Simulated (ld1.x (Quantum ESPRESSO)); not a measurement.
**Transferability test, TM potential for lead**

ld1.x (Quantum ESPRESSO) 7.5 input, shortened:

```
&input
   title='Pb', zed=82., rel=1, dft='PBESOL', iswitch=3,
   config='[Xe] 4f14 5d10 6s2 6p0.5'
 /
 &inputp
   pseudotype=2, tm=.true., lloc=-2, rcloc=2.30,
   nlcc=.true., rcore=1.35
 /
3
6S  1  0   2.00   0.00  1.65  1.65  0.0
6P  2  1   0.50   0.00  2.50  2.50  0.0
5D  3  2  10.00   0.00  1.35  1.35  0.0
 &test
   configts(1)='5d10 6s2 6p0.5'
 /
```

Energies are relative to the spin-unpolarised reference configuration 5d10 6s2 6p0.5; without spin polarisation the order of configurations can differ from experiment.

```
valence configuration  charge  ΔE all-electron (eV)  error AE − PS (meV)
         5d10 6s2 6p2       0               -12.412                 +5.7
         5d10 6s2 6p1      +1                -5.814                 +2.4
         5d10 6s1 6p3       0                -3.641                 -8.8
          5d9 6s2 6p2      +1                14.747                 -200
       5d10 6s2 6p1.5    +0.5                -9.909                 +4.1
```

Problem. What are ΔE and the potential's error for 5d10 6s1 6p0?

Solution. ΔE = 40.112 eV all-electron; the error (AE − PS) is -26 meV.

Problem. What are ΔE and the potential's error for 5d10 6s2 6p0?

Solution. ΔE = 7.633 eV all-electron; the error (AE − PS) is -4.8 meV.
